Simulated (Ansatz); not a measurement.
`[OH][Ge]([Cl])([Cl])[Cl]` + NH₃ → `[NH2][Ge]([Cl])([Cl])[Cl]` + H₂O at 500 K and 1 bar (ligand exchange at a Ge–O bond).

Program: Ansatz. Geometries: PBE0-D4/def2-TZVP. ΔE: electronic, gas phase. CCSD(T)/CBS adds triple-zeta CCSD(T) − MP2 to the extrapolated MP2 energy (def2 sets, frozen cores). This one scheme is used for every species. For Ge outer-core shells are correlated without core-valence functions, which leaves a few kJ/mol of doubt a bond. Scalar relativity is left out up to krypton. Each species was taken in one conformer, which may not be the lowest.

```tsv
species	CCSD(T)/CBS energy (Eh)	H − E (kJ/mol)	S (J/(mol·K))
`[OH][Ge]([Cl])([Cl])[Cl]`	-3531.37835	91.5	428.2
NH₃	-56.50880	108.2	211.8
`[NH2][Ge]([Cl])([Cl])[Cl]`	-3511.50302	125.8	435.1
H₂O	-76.37941	73.2	206.3
```

H − E and S are ideal-gas, rigid-rotor, harmonic terms from PBE0-D4/def2-TZVP, for one conformer and one mirror image of each species. 1 Eh = 2625.50 kJ/mol, R = 8.31446 J/(mol·K).

Problem. By hand: ΔE, ΔH, ΔS and ΔG.

Solution. ΔE = (-3511.50302) + (-76.37941) − (-3531.37835) − (-56.50880) = 0.00472 Eh = 12.4 kJ/mol. Δ(H − E) = 125.8 + 73.2 − 91.5 − 108.2 = -0.7, so ΔH = 11.7 kJ/mol. ΔS = 435.1 + 206.3 − 428.2 − 211.8 = 1.4 J/(mol·K). ΔG = 11.7 − 500 × (1.4)/1000 = 11.0 kJ/mol.

Problem. By hand: the equilibrium constant, and the temperature at which ΔG would vanish if ΔH and ΔS stayed fixed.

Solution. log₁₀ K = −ΔG/(RT ln 10) = -1.1. ΔG = 0 at ΔH/ΔS = 8357 K, far beyond where these terms or the molecules hold.

The number of gas molecules stays the same, so ΔS is small and ΔH decides. A doubt of 5 kJ/mol in ΔE shifts log₁₀ K by 0.5 here. Other conformers and mirror images would add mixing entropy, several J/(mol·K) or more a flexible species. These are equilibria of isolated gas molecules and say nothing of rates. Largest T1 diagnostic: 0.010 (customary marks: 0.02 for closed shells, 0.045 for open ones).
